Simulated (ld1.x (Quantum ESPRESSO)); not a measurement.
## Bi, TM: configuration errors across variants

ld1.x (Quantum ESPRESSO) 7.5 input, shortened:

```
&input
   title='Bi', zed=83., rel=1, dft='PBE', iswitch=3,
   config='[Xe] 4f14 5d10 6s2 6p3'
 /
 &inputp
   pseudotype=2, tm=.true., lloc=1,
   nlcc=.false.
 /
2
6S  1  0   2.00   0.00  1.65  1.65  0.0
6P  2  1   3.00   0.00  2.30  2.30  0.0
 &test
   configts(1)='6s2 6p3'
 /
```

All-electron excitation energies from the reference (eV): (1) 6s2 6p2 7.913; (2) 6s2 6p1 23.160; (3) 6s2 6p0 46.502; (4) 6s0 6p5 20.501; (5) 6s1 6p4 10.082; (6) 6s2 6p3.3 -1.094; (7) 6s2 6p2.5 3.097.

1 further variants failed, have other tests or too few solved ones, and are left out.

A true bound ghost makes a file unfit for plane-wave use even where its test errors are small: the radial tests pick states by their node count and pass the ghost by.

Errors AE − PS in meV (a dash: test not solved or not reliable):

```tsv
change	(1)	(2)	(3)	(4)	(5)	(6)	(7)	bound ghosts
base	-1.7	+4.3	+80	+72	+13	+0.7	-1.0	none
wave 6p (bound): rc 2.30 bohr becomes 6p (bound): rc 2.94 bohr	-0.4	+6.6	+69	+88	+19	+0.8	-0.7	none
local potential all-electron potential smoothed inside 2.15 bohr (lloc = -1)	+4.1	+40	+207	+76	+14	+1.0	+0.1	d
wave 6s (bound): rc 1.65 bohr becomes 6s (bound): rc 1.54 bohr	-1.7	+4.9	+84	+95	+12	+0.7	-1.0	none
core correction a·sin(br)/r model core inside 1.46 bohr	-12	-75	-257	-143	-36	+0.3	-2.9	none
local potential the s channel	-1.7	+4.3	+80	+72	+13	+0.7	-1.0	none
```

**Question.** Give the same row for: all radii scaled by about 1.30 (s 2.14, p 2.98 bohr).

**Answer.** -0.8, +4.0, +59, +79, +17, +0.8, -0.8; bound ghosts: none.
